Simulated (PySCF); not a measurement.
Coordinates in bohr (charge 1 multiplicity 1):
```
V     0.0000    0.0000   -1.7971
Se    3.2437    0.0000    0.5732
Se   -3.2437    0.0000    0.5732
```

All numbers come from B3LYP/[V def2-SVP, Se def2-SVP], no relativity, density fitting, PySCF.

This geometry of [VSe2]+ is a stationary point at this level.

Q: What is the point group?

A: C2v.

Q: Is it a minimum?

A: Yes: all harmonic wavenumbers are real.

Q: List the harmonic modes with their infrared intensities.

A: 
```
symmetry  ω (cm⁻¹)  IR (km/mol)
      a1       144          0.3
      a1       435          5.8
      b2       479         44.6
```

Q: What are the dipole moment and the gap between the highest occupied and lowest empty levels?

A: 4.66 D about the centre of mass and 2.13 eV.

In C2v the vibrations span 2a1 + b2. Here b1 is antisymmetric to the molecular plane and b2 lies in it.

This need not be the most stable arrangement of these atoms.
